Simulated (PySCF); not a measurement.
Sb(Br)(OH)2 (BrH₂O₂Sb), SMILES [OH][Sb]([OH])[Br].

The structure is a stationary point at B3LYP-D3(BJ)/def2-SVP. The structure was generated by enumeration; whether it is a known compound was not checked. The def2 effective core potentials stand for the cores of Sb; spin–orbit coupling is left out. One conformer was computed; it need not be the lowest.

These are IEF-PCM-PBE0/def2-SVP (PySCF) values and carry that method's errors.

The values are the electrostatic part of the solvation free energy, E(continuum) − E(gas) at the gas-phase geometry, in a cavity of scaled van der Waals radii (PySCF's table); cavitation and dispersion terms are not included. A continuum can't describe solvent molecules that bind to the metal. In vacuum the orbital gap is 6.47 eV. The dipole moment in vacuum is 0.71 D.

```csv
solvent,ε,ΔG(elec) (kcal/mol),dipole (D),gap (eV)
water,78.36,-8.5,1.12,6.57
ethylethanoate,5.99,-6.5,1.02,6.55
toluene,2.37,-3.9,0.90,6.52
```
